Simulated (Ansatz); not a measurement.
C₂H₈OSi₂ (`O[SiH2]/C=C\[SiH3]`). Total charge 0; spin multiplicity 1. The structure was optimised at the PBE0-D4/def2-TZVP level. It is one conformer, not always the lowest.

```xyz
13

O    -0.904   -1.696   -0.199
Si    0.713   -1.580   -0.491
C     1.351    0.133   -0.154
C     0.642    1.188    0.263
Si   -1.195    1.296    0.634
H    -1.507   -1.368   -0.867
H     1.376   -2.549    0.415
H     1.033   -1.937   -1.903
H     2.423    0.278   -0.314
H     1.182    2.124    0.418
H    -1.494    2.723    0.930
H    -2.026    0.909   -0.540
H    -1.594    0.479    1.807
```

Problem. What is the dipole moment at r2SCAN/def2-TZVPP? (Best estimate.)

Solution. Computed: 1.28 D, with components (0.50, 0.59, -1.01) D in this frame, pointing from negative to positive charge.

Problem. And with PBE, B3LYP, ωB97M-V? (Estimate.)

Solution. Computed: PBE 1.24 D, B3LYP 1.31 D, ωB97M-V 1.31 D.

Problem. Give the Mulliken charges with r2SCAN, PBE, B3LYP in def2-TZVPP. (An estimate is asked.)

Solution. Computed: 
| atom | r2SCAN | PBE | B3LYP |
| --- | --- | --- | --- |
| O1 | -0.42 | -0.35 | -0.40 |
| Si2 | 0.54 | 0.42 | 0.51 |
| C3 | -0.19 | -0.17 | -0.21 |
| C4 | -0.19 | -0.16 | -0.20 |
| Si5 | 0.31 | 0.22 | 0.30 |
| H6 | 0.21 | 0.19 | 0.19 |
| H7 | -0.08 | -0.07 | -0.08 |
| H8 | -0.10 | -0.08 | -0.09 |
| H9 | 0.07 | 0.08 | 0.09 |
| H10 | 0.08 | 0.10 | 0.11 |
| H11 | -0.08 | -0.06 | -0.08 |
| H12 | -0.10 | -0.08 | -0.10 |
| H13 | -0.05 | -0.04 | -0.05 |

B3LYP here is the variant with VWN-RPA as its local correlation; programs differ in this.
